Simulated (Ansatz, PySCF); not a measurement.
C2H9NOSi2, SMILES [SiH3]/N=C\CO[SiH3]. Atoms are numbered in the order given.

```xyz
15

Si    -2.6797    -0.1558     0.9224
N     -1.6974     0.7094    -0.2329
C     -0.5770     0.4781    -0.7736
C      0.3113    -0.7377    -0.5883
O      1.6487    -0.4733    -0.9405
Si     2.7211     0.3225     0.0677
H     -2.0705    -1.3778     1.5524
H     -3.9197    -0.5724     0.2066
H     -3.0298     0.8027     2.0079
H     -0.1585     1.2047    -1.5064
H      0.2163    -1.1293     0.4450
H     -0.0629    -1.5328    -1.2622
H      2.2698     1.7212     0.3467
H      2.8326    -0.4026     1.3718
H      4.0253     0.3343    -0.6419
```
Charge 0, spin multiplicity 1.

The structure is a stationary point at r2SCAN-D4/def2-SVP. The structure was generated by enumeration; whether it is a known compound was not checked. The values are those of a single conformer.

Two levels are set side by side: PBE-D3(BJ)/def2-SVP (Ansatz, a quantum-chemistry and plane-wave program) and r2SCAN-D4/def2-SVP (Ansatz). Each level has its own optimised geometry; the coordinates shown are those of the second. Frequencies come from the Hessian of PySCF at each geometry. Differences are taken from unrounded values.

| quantity | r2SCAN-D4 | PBE-D3(BJ) | PBE-D3(BJ) minus r2SCAN-D4 |
|---|---|---|---|
| mean bond length (Å) | 1.422 | 1.431 | 0.010 |
| bond Si1–N2 (Å) | 1.746 | 1.759 | 0.013 |
| bond N2–C3 (Å) | 1.265 | 1.273 | 0.007 |
| bond C3–C4 (Å) | 1.517 | 1.522 | 0.005 |
| bond C4–O5 (Å) | 1.408 | 1.413 | 0.005 |
| bond O5–Si6 (Å) | 1.673 | 1.689 | 0.015 |
| bond Si1–H7 (Å) | 1.504 | 1.516 | 0.012 |
| bond Si1–H8 (Å) | 1.491 | 1.502 | 0.011 |
| bond Si1–H9 (Å) | 1.490 | 1.501 | 0.011 |
| bond C3–H10 (Å) | 1.114 | 1.121 | 0.007 |
| bond C4–H11 (Å) | 1.109 | 1.117 | 0.008 |
| bond C4–H12 (Å) | 1.107 | 1.116 | 0.008 |
| bond Si6–H13 (Å) | 1.496 | 1.507 | 0.011 |
| bond Si6–H14 (Å) | 1.496 | 1.508 | 0.012 |
| bond Si6–H15 (Å) | 1.485 | 1.496 | 0.012 |
| highest harmonic wavenumber (cm⁻¹) | 3045 | 2970 | -75 |
| mean harmonic wavenumber (cm⁻¹) | 1164 | 1131 | -33 |
| zero-point energy (kcal/mol) | 64.88 | 63.06 | -1.82 |
